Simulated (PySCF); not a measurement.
Ca: excitation energy

Ca [Ar] 4s2 (1S) → Ca [Ar] 3d1 4s1 (3D), as a difference of total energies. Computed with PySCF 2.14 in aug-cc-pwCVTZ-X2C (9s8p6d3f, 84 functions), with the spin-free X2C one-electron Hamiltonian (Gaussian nucleus). Correlated levels: valence and next inner shell: [Ne] frozen. The calculations carry no spin-orbit coupling.

| method | excitation energy (eV) |
| --- | --- |
| UHF | 2.259 |
| MP2 (valence and next inner shell) | 2.669 |
| SCS-MP2 (valence and next inner shell) | 2.849 |
| CCSD (valence and next inner shell) | 2.706 |
| CCSD(T) (valence and next inner shell) | 2.750 |

Task: How much does correlation contribute at CCSD(T) (valence and next inner shell)?

Result: 2.750 − (2.259) = 0.491 eV, measured against UHF.

Errors of the correlated levels include the incompleteness of this basis and the frozen core.

For comparison: 2.524 eV (measured; NIST levels, between the centres of gravity of the two terms).
